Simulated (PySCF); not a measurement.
CuH₈O₄, SMILES [OH2]->[Cu+2](<-[OH2])(<-[OH2])<-[OH2] (connectivity only; charge and spin as stated), charge +2, multiplicity 2.

Geometry optimised at PBE0-D3(BJ)/def2-SVP. The multiplicity is an assumed one; other spin states were not compared. The isomer is the one that the SMILES or the coordinates give; other isomers of the formula were not compared.

Level of theory: B3LYP/def2-TZVP in PySCF.

The molecule is in vacuum.

Problem. Estimate the frontier levels, dipole moment and polarisability. (Estimate from the structure and the level; the computed values follow.)

Solution. 
The α spin, highest occupied and lowest empty level comes out as -19.51 and -10.06 eV and the β spin, highest occupied and lowest empty level is -19.36 and -14.43 eV. The dipole moment about the centre of nuclear charge is 0.000 e·Å and the mean static polarisability is 36.7 bohr³ (5.44 Å³). The polarisability, principal values is 27.1, 41.6, 41.6 bohr³ and the ⟨S²⟩ comes out as 0.751 (pure state 0.75).
